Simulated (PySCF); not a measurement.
Cl3HSi, charge -1, multiplicity 2. Atoms are numbered in the order given.

```xyz
5

Si     0.1310     0.3543     0.0000
Cl    -0.0223    -1.7983     0.0000
Cl    -0.0902     0.7363    -2.2659
Cl    -0.0902     0.7363     2.2659
H      1.6113     0.5756     0.0000
```
Charge -1, spin multiplicity 2.

Coordinates come from a r2SCAN-D4/def2-SVPD optimisation. The multiplicity is an assumed one; other spin states were not compared. The isomer is the one that the SMILES or the coordinates give; other isomers of the formula were not compared.

The numbers are results of PySCF with r2SCAN-D4/def2-SVPD, not measurements.

Frequencies are harmonic and unscaled.

```json
[
 {"mode": "1", "ν (cm⁻¹)": "97", "IR (km/mol)": "0.3", "moving atoms (share of kinetic energy)": "Cl 81 %, Si 18 %"},
 {"mode": "2", "ν (cm⁻¹)": "151", "IR (km/mol)": "4.9", "moving atoms (share of kinetic energy)": "Cl 98 %"},
 {"mode": "3", "ν (cm⁻¹)": "191", "IR (km/mol)": "2.6", "moving atoms (share of kinetic energy)": "Si 64 %, Cl 31 %"},
 {"mode": "4", "ν (cm⁻¹)": "251", "IR (km/mol)": "7.8", "moving atoms (share of kinetic energy)": "Cl 92 %"},
 {"mode": "5", "ν (cm⁻¹)": "339", "IR (km/mol)": "404.9", "moving atoms (share of kinetic energy)": "Si 75 %, Cl 25 %"},
 {"mode": "6", "ν (cm⁻¹)": "449", "IR (km/mol)": "94.0", "moving atoms (share of kinetic energy)": "Si 56 %, Cl 43 %"},
 {"mode": "7", "ν (cm⁻¹)": "703", "IR (km/mol)": "51.3", "moving atoms (share of kinetic energy)": "H 92 %"},
 {"mode": "8", "ν (cm⁻¹)": "852", "IR (km/mol)": "117.4", "moving atoms (share of kinetic energy)": "H 97 %"},
 {"mode": "9", "ν (cm⁻¹)": "2164", "IR (km/mol)": "124.3", "moving atoms (share of kinetic energy)": "H 96 %"}
]
```
